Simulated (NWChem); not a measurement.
Molecule: AlH₃O₂; SMILES [OH][AlH][OH]

```xyz
6

Al    -0.4579    -0.0102     0.0000
H     -2.0315    -0.0471     0.0000
O      0.3652    -1.4932     0.0000
H      1.3178    -1.5979     0.0000
O      0.4548     1.4257     0.0000
H      0.1067     2.3180     0.0000
```
Atoms are numbered in this order, from 1.

Program: NWChem. Geometry: optimised at PBE0/def2-SVP. Ions are spin-unrestricted doublets at the neutral geometry; other ion states weren't tried.

Among these, which level gives the highest value of “−ε(HOMO) (eV)”?
A. PBE0/def2-SVP
B. M06-2X/def2-SVP
C. PBE/def2-SVP

B, M06-2X/def2-SVP. Values: PBE/def2-SVP 6.90; PBE0/def2-SVP 8.66; M06-2X/def2-SVP 10.13
